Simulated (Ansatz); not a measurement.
Basis-set series for CH5NSSi (`C=N[SiH2]S`). Charge 0, multiplicity 1. The structure was optimised at the PBE0-D4/def2-TZVP level. It is one conformer, not always the lowest.

```json
{"functional": "PBE0-D4", "basis": "def2-SVP", "functions": "89", "energy (Eh)": "-782.90404", "HOMO (eV)": "-7.20", "LUMO (eV)": "-0.98"}
{"functional": "PBE0-D4", "basis": "def2-TZVPP", "functions": "216", "energy (Eh)": "-783.25718", "HOMO (eV)": "-7.33", "LUMO (eV)": "-1.17"}
{"functional": "ωB97M-V", "basis": "def2-SVP", "functions": "89", "energy (Eh)": "-783.18440", "HOMO (eV)": "-9.46", "LUMO (eV)": "1.34"}
{"functional": "ωB97M-V", "basis": "def2-TZVPP", "functions": "216", "energy (Eh)": "-783.54212", "HOMO (eV)": "-9.62", "LUMO (eV)": "1.04"}
```

(1) Give the rows for def2-QZVPP. (An estimate is asked.)

Answers

(1) Ansatz gave: 
```json
{"functional": "PBE0-D4", "basis": "def2-QZVPP", "functions": "404", "energy (Eh)": "-783.28485", "HOMO (eV)": "-7.36", "LUMO (eV)": "-1.23"}
{"functional": "ωB97M-V", "basis": "def2-QZVPP", "functions": "404", "energy (Eh)": "-783.56826", "HOMO (eV)": "-9.65", "LUMO (eV)": "0.91"}
```

Positive LUMOs are unbound and depend on the basis.
